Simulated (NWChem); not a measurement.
System: MgH2; SMILES [MgH2]

Here is an NWChem input.

```
start job
memory heap 200 mb stack 900 mb global 1100 mb
geometry units angstroms noautosym nocenter noautoz
  Mg     0.000000     0.000000     0.000000
  H      0.000000     0.000000    -1.712508
  H      0.000000     0.000000     1.712508
end
basis spherical
  * library def2-svp
end
dft
  xc b3lyp
  iterations 150
end
property
  efieldgrad
end
task dft property
```

Coordinates come from a B3LYP/6-31G* (spherical d) optimisation. B3LYP is NWChem's, with the RPA form of VWN correlation.

Vzz is the largest principal value of the second derivative of the potential at the nucleus (NWChem prints the opposite sign); η is the asymmetry. Non-relativistic.

Atoms are numbered as in the input.

### Question
Give the results of this calculation. (B3LYP/def2-SVP.) Quantities: Vzz Mg1 (a.u.); η Mg1.

### Answer
The vzz Mg1 (a.u.) is -1.006 and the η Mg1 is 0.00.
